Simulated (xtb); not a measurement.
CH₇Si₂, SMILES [SiH2]C[SiH3] (connectivity only; charge and spin as stated), charge +1, multiplicity 1. All values are semi-empirical tight-binding results from xtb (GFN2-xTB unless named), good for trends rather than for accurate numbers. Geometry: GFN2-xTB. The multiplicity is an assumed one; other spin states were not compared. The isomer is the one that the SMILES or the coordinates give; other isomers of the formula were not compared.

Optimised geometry:

Bonded distances (Å): Si1–C2 1.844, Si1–H4 1.457, Si1–H5 1.457, C2–Si3 1.996, C2–H6 1.094, C2–H7 1.094, Si3–H8 1.456, Si3–H9 1.459, Si3–H10 1.460. Bond angles (°): C2–Si1–H4 122.6, C2–Si1–H5 122.6, H4–Si1–H5 114.7, Si1–C2–Si3 117.0, Si1–C2–H6 110.6, Si1–C2–H7 110.5, Si3–C2–H6 105.6, Si3–C2–H7 105.7, H6–C2–H7 106.8, C2–Si3–H8 104.7, C2–Si3–H9 104.5, C2–Si3–H10 104.4, H8–Si3–H9 114.6, H8–Si3–H10 114.6, H9–Si3–H10 112.5.
Charge +1, spin multiplicity 1.

```
Property                                        Result
--------------------------------------  --------------
orbital gap                                    3.10 eV
zero-point energy                        40.6 kcal/mol
G − E(el) at 298.15 K (modified RRHO)    22.1 kcal/mol
static polarisability (D4 model)            73.3 bohr³
solvation energy, GFN2-xTB/ALPB(water)  -45.2 kcal/mol
solvation energy, GFN2-xTB/ALPB(chcl3)  -43.0 kcal/mol
```

Computed atomic charges and the Wiberg bond orders between heavy atoms:
charges (e) Si1 0.56, C2 -0.26, Si3 0.49, H4 0.05, H5 0.05, H6 0.12, H7 0.12, H8 -0.01, H9 -0.05, H10 -0.05. Bond orders Si1–C2 1.25, C2–Si3 0.70.
